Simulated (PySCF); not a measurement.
From one molecule to another.

First species: C6H9ClSi.
InChI=1S/C6H9ClSi/c1-3-5-6(4-2)8-7/h3-5H,1-2,8H2/b6-5+

Second species: C₆H₉ClSi.
SMILES with atom numbers: `[CH2:1]=[CH:2][CH2:3][C:4]#[C:5][SiH2:6][CH2:7][Cl:8]` (hydrogens: H9, H10 on C1; H11 on C2; H12, H13 on C3; H14, H15 on Si6; H16, H17 on C7)

Levels: wB97X-D/def2-SVPD for dipole moment, HOMO energy, LUMO energy, HOMO–LUMO gap, static isotropic polarisability and electronic spatial extent ⟨r²⟩ about the centre of nuclear charge; TDDFT wB97X-D/def2-SVPD for lowest singlet excitation; TDA wB97X-D/def2-SVPD for lowest triplet excitation (Tamm–Dancoff); GFN2-xTB for rotational constant A and rotational constant C. Geometries: GFN2-xTB. Each species is one conformer at its optimised geometry, gas phase, non-relativistic unless stated; the electronic structure was computed with PySCF and density fitting.

Dipoles, sizes and rotational constants follow the conformer. The torsions of the flexible species, by atom-mapped SMILES:
- `[CH2:1]=[CH:2]/[CH:3]=[C:4](\[CH:5]=[CH2:6])[SiH2:7][Cl:8]`: C1–C2–C3–C4 180°, C3–C4–C5–C6 178°, C3–C4–Si7–Cl8 117°
- `[CH2:1]=[CH:2][CH2:3][C:4]#[C:5][SiH2:6][CH2:7][Cl:8]`: C1–C2–C3–C4 122°, C5–Si6–C7–Cl8 180°

```csv
property,column X,column Y
dipole moment,3.21 D,2.08 D
HOMO energy,-9.58 eV,-8.30 eV
LUMO energy,1.33 eV,-0.14 eV
HOMO–LUMO gap,10.91 eV,8.16 eV
lowest singlet excitation,6.00 eV,4.83 eV
lowest triplet excitation (Tamm–Dancoff),4.65 eV,2.65 eV
static isotropic polarisability,114.1 au,124.5 au
electronic spatial extent ⟨r²⟩ about the centre of nuclear charge,2787 bohr²,1836 bohr²
rotational constant A,3.540 GHz,2.332 GHz
rotational constant C,0.372 GHz,0.618 GHz
```

Which column belongs to which species?

Column X is the second species and column Y the first. The first has 17 atoms and 76 electrons, the second 17 and 76.

How does each property change from the first species to the second?

dipole moment +1.13 D; HOMO energy -1.28 eV; LUMO energy +1.47 eV; HOMO–LUMO gap +2.75 eV; lowest singlet excitation +1.17 eV; lowest triplet excitation (Tamm–Dancoff) +2.00 eV; static isotropic polarisability -10.4 au; electronic spatial extent ⟨r²⟩ about the centre of nuclear charge +951 bohr²; rotational constant A +1.208 GHz; rotational constant C -0.246 GHz.

On the first: The vertical singlet–triplet gap S1 − T1 is 2.18 eV (TDDFT singlet less Tamm–Dancoff triplet; S1: HOMO→LUMO, weight 0.98; T1: HOMO→LUMO, weight 0.92). In atomic units the dipole is 0.82 e·bohr (1 au = 2.5417 D).

On the second: The vertical singlet–triplet gap S1 − T1 is 1.35 eV (TDDFT singlet less Tamm–Dancoff triplet). The polarisability is 16.91 Å³ as a volume (1 au = 0.148185 Å³), or 1.50 au for each of the 76 electrons.
